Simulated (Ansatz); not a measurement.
```yaml
atoms:
  - { symbol: N, position_ang: [0.0000, 0.0000, 0.4298] }
  - { symbol: F, position_ang: [1.1200, 0.0000, -0.1114] }
  - { symbol: F, position_ang: [-0.5600, 0.9699, -0.1114] }
  - { symbol: F, position_ang: [-0.5600, -0.9699, -0.1114] }
```

Basis set: cc-pVDZ (spherical functions). Correlated methods keep 4 orbitals frozen. Charge 0, multiplicity 1.

Computed with Ansatz (development build ahead of 0.2.0); each method stands on the lowest determinant of its kind that the runs found. Restricted open shells among the atoms or ions are ROHF, correlated in semicanonical orbitals with singles.

Task: Give the atomization energy at this shape (free ground-state atoms in the same class of orbitals less the molecule, no zero-point energy) of singlet NF3 by RHF-MP2, RHF.

Result:

```json
{"method": "RHF-MP2", "atomization energy": "145.13 kcal/mol"}
{"method": "RHF", "atomization energy": "19.24 kcal/mol"}
```

Caution: no unrestricted run beside it, a lower state can exist; the shape is not the minimum.
